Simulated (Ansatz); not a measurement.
Geometry optimisation, RKS B3LYP-D4/STO-3G in Ansatz 0.2.0.

Input:

```yaml
crystal:
  periodic: [false, false, false]
  atoms:
    - { symbol: B, position_ang: [0.2762, 1.863, -0.215] }
    - { symbol: C, position_ang: [0.1571, 0.4037, 0.1992] }
    - { symbol: "N", position_ang: [0.5084, -0.2665, 1.2555] }
    - { symbol: B, position_ang: [0.1295, -1.6054, 0.739] }
    - { symbol: C, position_ang: [-0.3518, -0.8283, -0.4519] }
    - { symbol: H, position_ang: [0.7083, 2.7232, 0.4962] }
    - { symbol: H, position_ang: [-0.1758, 2.2455, -1.2703] }
    - { symbol: H, position_ang: [0.0673, -2.7207, 1.1047] }
    - { symbol: H, position_ang: [-1.452, -0.7767, -0.5274] }
    - { symbol: H, position_ang: [0.216, -1.0889, -1.327] }
basis:
  gaussian: { orbitals: STO-3G }
hamiltonian:
  xc: b3lyp
  dispersion: d4
relax:
  f_tol: 0.02
  max_steps: 40
scf:
  lower_state_search: "off"
```

Run as:

```bash
$ ansatz run input.yaml --threads 1 --pin off --max-ram 2048MiB --backend cpu --events-out ev --progress --plain --runs-dir out
```

Where does it end, and by what steps?

The run converged. Limits of this set-up: minimal basis. After 20 steps the energy has fallen by 1.846 eV; H7 moved furthest, 1.36 Å. The start is strongly strained (largest force component 9 eV/Å).

```json
{"step": "0", "energy less start (eV)": "0.0000", "largest force component (eV/Å)": "9.072", "accepted": "yes"}
{"step": "1", "energy less start (eV)": "-1.4113", "largest force component (eV/Å)": "1.370", "accepted": "yes"}
{"step": "2", "energy less start (eV)": "-1.4726", "largest force component (eV/Å)": "0.824", "accepted": "yes"}
{"step": "3", "energy less start (eV)": "-1.5349", "largest force component (eV/Å)": "0.576", "accepted": "yes"}
{"step": "4", "energy less start (eV)": "-1.6083", "largest force component (eV/Å)": "0.674", "accepted": "yes"}
{"step": "5", "energy less start (eV)": "-1.6415", "largest force component (eV/Å)": "0.734", "accepted": "yes"}
{"step": "6", "energy less start (eV)": "-1.6869", "largest force component (eV/Å)": "0.621", "accepted": "yes"}
{"step": "7", "energy less start (eV)": "-1.7222", "largest force component (eV/Å)": "0.487", "accepted": "yes"}
{"step": "8", "energy less start (eV)": "-1.7467", "largest force component (eV/Å)": "0.332", "accepted": "yes"}
{"step": "9", "energy less start (eV)": "-1.7700", "largest force component (eV/Å)": "0.795", "accepted": "yes"}
{"step": "10", "energy less start (eV)": "-1.8114", "largest force component (eV/Å)": "0.405", "accepted": "yes"}
{"step": "11", "energy less start (eV)": "-1.8323", "largest force component (eV/Å)": "0.275", "accepted": "yes"}
{"step": "12", "energy less start (eV)": "-1.8403", "largest force component (eV/Å)": "0.102", "accepted": "yes"}
{"step": "13", "energy less start (eV)": "-1.8416", "largest force component (eV/Å)": "0.199", "accepted": "yes"}
{"step": "14", "energy less start (eV)": "-1.8377", "largest force component (eV/Å)": "0.239", "accepted": "no"}
{"step": "15", "energy less start (eV)": "-1.8444", "largest force component (eV/Å)": "0.129", "accepted": "yes"}
{"step": "16", "energy less start (eV)": "-1.8453", "largest force component (eV/Å)": "0.123", "accepted": "yes"}
{"step": "17", "energy less start (eV)": "-1.8449", "largest force component (eV/Å)": "0.174", "accepted": "no"}
{"step": "18", "energy less start (eV)": "-1.8461", "largest force component (eV/Å)": "0.056", "accepted": "yes"}
{"step": "19", "energy less start (eV)": "-1.8462", "largest force component (eV/Å)": "0.032", "accepted": "yes"}
{"step": "20", "energy less start (eV)": "-1.8463", "largest force component (eV/Å)": "0.013", "accepted": "yes"}
```

```xyz
10
Properties=species:S:1:pos:R:3
B 0.422 1.743 -0.166
C -0.073 0.348 0.305
N 0.117 -0.213 1.558
B 0.192 -1.443 0.692
C -0.655 -0.850 -0.507
H 0.104 2.709 0.420
H 1.107 1.822 -1.117
H 0.985 -2.302 0.764
H -1.747 -0.884 -0.384
H -0.369 -0.981 -1.562
```

Whether the end is a true minimum wasn't checked by a vibrational analysis.

Run time: 30 s on 1 CPU thread of a shared host.
